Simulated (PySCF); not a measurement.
B3LYP has the VWN-RPA correlation part, as in Gaussian. 

```xyz
5

Br    -1.1148    -1.7966    -0.6707
Si     0.0000     0.0000     0.0000
Br    -1.1008     1.8252    -0.6142
Br     2.0165     0.0066    -0.9241
Br     0.1991    -0.0352     2.2090
```

Charge 0, multiplicity 1.

Question: Give the Mulliken and meta-Löwdin atomic charges from PySCF with B3LYP-D3(BJ)/def2-TZVP // B3LYP-D3(BJ)/def2-SVP.

Answer: 
```tsv
atom	Mulliken (e)	meta-Löwdin (e)
Br1	-0.14	-0.20
Si2	0.55	0.81
Br3	-0.14	-0.20
Br4	-0.14	-0.20
Br5	-0.14	-0.20
```
